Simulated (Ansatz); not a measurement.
Si21OH32, relaxed as a singlet with RKS PBE-D4/def2-SVP in Ansatz, starting from a model built from a lattice or polyhedron. Force threshold 0.03 eV/Å.

Single mean-field runs in def2-SVP are fitted with def2-universal-jkfit.

Start:

Cartesian coordinates in Å:
```
Si 0.428 -3.187 3.452
Si -4.556 -0.386 0.073
Si -2.570 2.906 -0.121
Si 2.402 0.098 3.265
Si 0.906 3.149 1.495
O -1.072 -0.123 1.665
Si 0.056 -3.189 -0.354
Si -1.424 -0.156 -2.163
Si 2.013 0.089 -0.516
Si 0.553 3.140 -2.339
Si 1.691 0.126 -4.392
Si -3.212 -1.059 1.839
Si 0.231 -0.829 3.480
Si 1.385 -3.871 1.449
Si -1.251 2.222 1.685
Si -3.577 -1.064 -1.951
Si -1.583 2.208 -2.152
Si 2.250 2.438 3.300
Si 3.366 -0.598 1.237
Si 1.872 2.456 -0.532
Si -0.445 -0.833 -4.165
Si 3.027 -0.616 -2.552
H 1.261 -3.604 4.587
H -0.888 -3.763 3.583
H -5.879 -0.955 0.193
H -4.649 1.108 0.078
H -2.684 4.361 -0.120
H -3.909 2.367 0.013
H 3.243 -0.325 4.382
H 0.811 4.589 1.485
H -1.254 -3.754 -0.249
H 0.692 -3.610 -1.584
H 0.462 4.606 -2.317
H 1.144 2.712 -3.598
H 1.593 1.524 -4.377
H 2.296 -0.316 -5.607
H -3.817 -0.608 3.102
H -3.133 -2.518 1.851
H -0.342 -0.393 4.726
H 1.480 -5.328 1.423
H 2.723 -3.263 1.328
H -1.801 2.645 2.927
H -4.396 -0.644 -3.046
H -3.491 -2.523 -1.962
H -2.414 2.642 -3.248
H 1.637 2.886 4.551
H 3.559 3.042 3.176
H 4.712 -0.015 1.116
H 3.480 -2.043 1.244
H 3.224 3.033 -0.654
H -0.352 -2.265 -4.180
H -1.297 -0.426 -5.292
H 3.137 -2.048 -2.543
H 4.364 -0.037 -2.691
```

(1) Estimate the energy that the relaxation releases and the steps that it takes.

(2) Does the start keep its bonding and symmetry?

(3) Predict the relaxed structure.

## Answers

(1) 7.75 eV, in 23 steps; 2.6 min on 2 threads of AMD EPYC 7R13 on a shared host and a share (18 GiB) of an NVIDIA H100 80GB HBM3. No frequencies were taken in this run, so the end may be a saddle point.

(2) Bonds formed: O6–Si12, O6–Si13, O6–Si15, Si7–Si8 (atoms count from 1).

(3) 
Cartesian coordinates in Å:
```
Si 0.372 -2.729 2.828
Si -4.254 -0.619 0.377
Si -2.409 2.565 -0.098
Si 2.390 0.494 3.381
Si 0.876 3.180 1.593
O -1.074 0.309 2.070
Si -0.458 -2.673 -1.234
Si -1.402 -0.691 -2.114
Si 1.624 -0.155 -0.035
Si 0.750 2.860 -2.111
Si 1.748 -0.639 -4.156
Si -2.426 -0.848 1.825
Si 0.214 -0.412 3.220
Si 0.820 -3.368 0.616
Si -1.209 2.110 1.862
Si -3.740 -0.852 -1.922
Si -1.261 1.651 -1.935
Si 2.142 2.821 3.527
Si 3.460 -0.330 1.444
Si 1.968 2.175 -0.239
Si -0.594 -0.992 -4.307
Si 2.800 -0.753 -2.024
H 1.568 -3.096 3.677
H -0.821 -3.456 3.394
H -4.789 -1.946 0.892
H -5.228 0.443 0.807
H -2.322 4.072 -0.166
H -3.869 2.201 -0.029
H 2.764 -0.100 4.726
H 0.426 4.615 1.419
H -1.623 -3.642 -1.366
H 0.487 -3.060 -2.360
H 0.354 4.318 -2.134
H 1.424 2.528 -3.415
H 2.010 0.711 -4.778
H 2.410 -1.659 -5.056
H -2.909 -1.076 3.231
H -1.714 -2.075 1.334
H -0.557 -0.162 4.499
H 0.613 -4.876 0.598
H 2.280 -3.141 0.338
H -1.935 2.497 3.128
H -4.434 0.271 -2.651
H -4.346 -2.164 -2.352
H -2.150 2.020 -3.107
H 1.418 3.228 4.786
H 3.467 3.534 3.458
H 4.732 0.458 1.216
H 3.868 -1.743 1.798
H 3.369 2.756 -0.271
H -0.906 -2.389 -4.781
H -1.228 -0.013 -5.266
H 3.231 -2.200 -1.906
H 4.075 0.040 -2.229
```
Bond lengths: 24 × Si–Si 2.34 to 2.39 Å; 3 × O–Si 1.80 to 1.87 Å; 32 × H–Si 1.50 to 1.52 Å.
